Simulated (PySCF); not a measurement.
C2H6In, SMILES [CH3][In+][CH3], charge +1.

The structure is a stationary point at PBE-D3(BJ)/def2-SVP. The multiplicity is an assumed one; other spin states were not compared. The isomer is the one that the SMILES or the coordinates give; other isomers of the formula were not compared. The def2 effective core potentials stand for the cores of In; spin–orbit coupling is left out.

The numbers are results of PBE-D3(BJ)/def2-SVP in PySCF, not measurements.

Frequencies are harmonic and unscaled.

A small imaginary wavenumber (i) marks a very flat motion, where grid noise or a shallow saddle decides the sign.

Modes within 1.5 cm⁻¹ of each other (mostly degenerate sets) share a row, with their intensities summed.

**Question.** Estimate the vibrational spectrum. (Estimate from the structure and the level; the computed values follow.)

**Answer.** 
```tsv
mode	ν (cm⁻¹)	IR (km/mol)	moving atoms (share of kinetic energy)
1	26i	0.0	H 100 %
2–3	117	0.1	C 52 %, H 28 %, In 19 %
4	453	0.0	C 84 %, H 16 %
5	547	9.3	C 65 %, In 21 %, H 15 %
6–7	685	0.0	H 88 %, C 12 %
8–9	769	85.0	H 82 %, C 17 %
10	1149	7.5	H 83 %, C 17 %
11	1158	0.0	H 86 %, C 14 %
12–13	1354	0.0	H 95 %
14–15	1358	30.9	H 96 %
16–17	2986	28.8	H 98 %
18–21	3116	48.0	H 90 %, C 10 %
```
